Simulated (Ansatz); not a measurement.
The cluster Pd₃Au₂⁺, relaxed as a doublet with UKS r2SCAN-D4/def2-SVP in Ansatz, starting from the GFN1-xTB geometry. Force threshold 0.02 eV/Å.

In the def2 sets Au, Pd take a core potential; there is no spin–orbit coupling. The relaxation made no stability test and no search for a lower SCF solution. No other spin state of charge 1 was run. The structure comes from a short search, and lower isomers may exist.

Start:

Cartesian coordinates in Å:
```
Pd 0.1696 0.4964 1.8362
Pd 0.3336 -1.6395 -2.0232
Pd 0.3098 -1.8020 0.5375
Au -0.1617 0.4536 -0.8354
Au -0.6513 2.4914 0.4850
```

```csv
step,energy (eV),largest force component (eV/Å),SCF passes
1,-17827.6258,1.591,114
2,-17827.8545,0.555,61
3,-17827.9124,0.170,55
4,-17827.9696,0.143,62
5,-17828.0235,0.146,62
6,-17828.0735,0.173,54
7,-17828.1298,0.264,71
8,-17828.2483,0.335,76
9,-17828.4492,0.374,59
10,-17828.7260,0.446,56
11,-17828.9155,0.253,49
12,-17828.9300,0.047,38
13,-17828.9310,0.024,36
14,-17828.9311,0.005,33
```

Force components are those of the run's own axes.

End:

Cartesian coordinates in Å:
```
Pd 1.2532 0.1539 0.9553
Pd 0.9912 -1.4902 -1.0086
Pd -1.0605 -1.0700 0.4882
Au -0.1486 0.8319 -1.4350
Au -1.0354 1.5744 1.0002
```

Bonds formed: Pd1–Pd2, Pd3–Au5 (atoms count from 1). The end is the same structure that another start reached, the lowest one found.

No frequencies were taken in this run, so the end may be a saddle point.

Run time 3.2 min (4 threads of Arm Neoverse V1 on a shared host).
